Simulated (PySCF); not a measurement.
GeH5P. Atoms are numbered in the order given.

```xyz
7

Ge    -0.7397    -0.0032     0.0000
P      1.5975     0.1190     0.0000
H     -1.2564     0.7260     1.2523
H     -1.2564     0.7260    -1.2523
H     -1.2740    -1.4468     0.0000
H      1.7472    -0.8434     1.0323
H      1.7472    -0.8434    -1.0323
```

Geometry optimised at B3LYP-D3(BJ)/def2-TZVP.

Calculation: PySCF with ωB97X/def2-TZVPD.

Symmetry labels are those of the subgroup Cs that the program uses (full group Cs).

List the valence orbital energies around the gap with their symmetry. (Estimate from the structure and the level; the computed values follow.)


```json
[
 {"orbital": "HOMO−7", "symmetry": "A\"", "energy (eV)": "-35.99"},
 {"orbital": "HOMO−6", "symmetry": "A'", "energy (eV)": "-21.10"},
 {"orbital": "HOMO−5", "symmetry": "A'", "energy (eV)": "-17.97"},
 {"orbital": "HOMO−4", "symmetry": "A\"", "energy (eV)": "-13.59"},
 {"orbital": "HOMO−3", "symmetry": "A'", "energy (eV)": "-12.54"},
 {"orbital": "HOMO−2", "symmetry": "A\"", "energy (eV)": "-12.01"},
 {"orbital": "HOMO−1", "symmetry": "A'", "energy (eV)": "-11.34"},
 {"orbital": "HOMO", "symmetry": "A'", "energy (eV)": "-9.81"},
 {"orbital": "LUMO", "symmetry": "A'", "energy (eV)": "1.58"},
 {"orbital": "LUMO+1", "symmetry": "A'", "energy (eV)": "1.74"},
 {"orbital": "LUMO+2", "symmetry": "A\"", "energy (eV)": "2.40"},
 {"orbital": "LUMO+3", "symmetry": "A'", "energy (eV)": "2.81"}
]
```
